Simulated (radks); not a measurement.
Results of a calculation; reference values are marked as such.
Species: Rb4+. Configuration: [Ar] 3d10 4s2 4p3. Code: a radial shooting solver on a logarithmic mesh with Libxc functionals. Model: scalar-relativistic Kohn-Sham, PBE, spin-polarised, spherical densities, finite nucleus; open shells are filled with parallel spins first (spin-orbit coupling, left out, can overturn this in heavy ions); Fermi nuclear charge, rms radius 4.2036 fm.

Normalised radial functions P(r) = r R(r), r in bohr:

r,3d down,4s down,4p up
0.001362,0.0000,0.0331,0.0005
0.001547,0.0000,0.0372,0.0007
0.001773,0.0000,0.0420,0.0008
0.002015,0.0000,0.0471,0.0011
0.00229,0.0000,0.0527,0.0013
0.002603,0.0000,0.0589,0.0017
0.002982,0.0000,0.0662,0.0021
0.003389,0.0000,0.0737,0.0027
0.003852,0.0001,0.0818,0.0034
0.004378,0.0001,0.0906,0.0043
0.005016,0.0001,0.1007,0.0055
0.005701,0.0002,0.1108,0.0070
0.006479,0.0003,0.1215,0.0088
0.007423,0.0004,0.1332,0.0112
0.008437,0.0005,0.1445,0.0141
0.009589,0.0008,0.1557,0.0177
0.0109,0.0011,0.1665,0.0221
0.01249,0.0017,0.1771,0.0279
0.01419,0.0024,0.1856,0.0347
0.01613,0.0034,0.1920,0.0429
0.01833,0.0048,0.1955,0.0529
0.021,0.0069,0.1950,0.0656
0.02387,0.0098,0.1895,0.0799
0.02713,0.0138,0.1779,0.0966
0.03083,0.0194,0.1592,0.1157
0.03533,0.0276,0.1306,0.1388
0.04015,0.0382,0.0946,0.1628
0.04563,0.0525,0.0496,0.1885
0.05228,0.0731,-0.0073,0.2166
0.05942,0.0989,-0.0678,0.2422
0.06753,0.1326,-0.1323,0.2651
0.07676,0.1759,-0.1967,0.2825
0.08794,0.2345,-0.2586,0.2917
0.09995,0.3032,-0.3037,0.2877
0.1136,0.3865,-0.3281,0.2678
0.1291,0.4849,-0.3246,0.2290
0.1479,0.6053,-0.2836,0.1647
0.1681,0.7312,-0.2071,0.0827
0.1911,0.8650,-0.0956,-0.0175
0.2189,1.0087,0.0522,-0.1367
0.2488,1.1367,0.2039,-0.2506
0.2828,1.2477,0.3476,-0.3532
0.3214,1.3315,0.4602,-0.4298
0.3682,1.3798,0.5205,-0.4669
0.4185,1.3798,0.5029,-0.4481
0.4756,1.3332,0.4050,-0.3712
0.5406,1.2422,0.2311,-0.2375
0.6193,1.1046,-0.0180,-0.0436
0.7039,0.9478,-0.2836,0.1708
0.8,0.7776,-0.5446,0.3942
0.9093,0.6076,-0.7664,0.6027
1.042,0.4409,-0.9274,0.7825
1.184,0.3067,-0.9905,0.8919
1.346,0.1996,-0.9653,0.9295
1.542,0.1165,-0.8560,0.8879
1.752,0.0643,-0.7017,0.7828
1.991,0.0322,-0.5285,0.6359
2.263,0.0145,-0.3639,0.4747
2.593,0.0054,-0.2199,0.3159
2.947,0.0019,-0.1222,0.1949
3.35,0.0005,-0.0601,0.1076
3.807,0.0001,-0.0258,0.0524
4.362,0.0000,-0.0089,0.0209
4.957,0.0000,-0.0027,0.0075

3d down: eigenvalue -155.75 eV, 0 radial nodes, <r> = 0.521 bohr, 90 % of the charge inside 0.847 bohr. 4s down: eigenvalue -76.079 eV, 3 radial nodes at r = 0.0514, 0.209, 0.614 bohr, <r> = 1.36 bohr, 90 % of the charge inside 1.98 bohr. 4p up: eigenvalue -62.100 eV, 2 radial nodes at r = 0.187, 0.636 bohr, <r> = 1.51 bohr, 90 % of the charge inside 2.21 bohr.
